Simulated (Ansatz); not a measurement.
Input for Ansatz (an electronic-structure program): R-wB97X-V/def2-TZVPPD on C2H5FO2 (a complex), monomers drawn apart or pushed together. Files ending in .json are basis or fitting sets from the Basis Set Exchange.

Ansatz 0.2 input:
```yaml
crystal:
  periodic: [false, false, false]
  atoms:
    - {symbol: C, position_ang: [0.21351775, -0.16382201, 0.47183912]}
    - {symbol: F, position_ang: [0.64902935, -1.24725251, 1.26612368]}
    - {symbol: H, position_ang: [-0.54645090, -0.54101360, -0.21009106]}
    - {symbol: H, position_ang: [-0.19081087, 0.59437511, 1.13834234]}
    - {symbol: H, position_ang: [1.07625775, 0.20849371, -0.07768059]}
    - {symbol: O, position_ang: [-0.56626816, 1.01867496, 3.76535828]}
    - {symbol: C, position_ang: [-0.22987153, 0.19082728, 4.57041053]}
    - {symbol: O, position_ang: [0.33496217, -0.98238407, 4.29261708]}
    - {symbol: H, position_ang: [-0.35001922, 0.30407137, 5.65583672]}
    - {symbol: H, position_ang: [0.43606857, -1.07079915, 3.32116975]}
basis:
  gaussian:
    orbitals: def2-TZVPPD.json
hamiltonian:
  xc: {name: wB97X-V}
scf: {lower_state_search: off}
```

Q: Predict the final total energy.

A: -329.5505 hartree.

Q: How many basis functions does it have, and what does it roughly cost on one machine?

A: 279 functions; roughly 12 core-seconds.
